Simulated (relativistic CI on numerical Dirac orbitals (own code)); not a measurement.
Method of calculation: Dirac-Coulomb-Breit CI, KLI orbitals optimised for each configuration, a model potential for QED, unscaled Slater integrals (own radial code, finite nucleus).

The strongest absorption lines from the ground level of an ion, among the configurations computed and to levels below about 2040 eV (vacuum wavelength in Å, gf): 6.1857 (0.12), 20.941 (0.052), 21.655 (1.4), 21.812 (0.39), 23.512 (0.41), 34.349 (0.39), 34.992 (1.1), 35.799 (0.54).

Problem. Which ion is it?
A. Eu44+
B. Lu52+
C. Lu54+
D. Au60+

Solution. B. Lu52+ has 19 electrons and the ground level 3s2 3p6 3d 2D_3/2; the strongest line goes to 3s2 3p5 3d2 2D°_3/2. The pattern of lines fixes the number of electrons, and along that sequence the line energies rise steadily with the charge (about as its square where n changes within one kind of shell, about linearly where n is kept but much faster in heavy ions where fine structure, which grows about as Z⁴, sets the gap, and irregularly where shells cross), which fixes Z. Configurations outside the model, such as inner-shell arrays, can give stronger lines. At this charge energies of transitions that change n are usually good to better than 1 %, and those within a shell (Δn = 0) to a few per cent.

LS names give the leading component of a level, which can be under half, so a name can repeat, a term be missing and a line seem to break the LS rules.
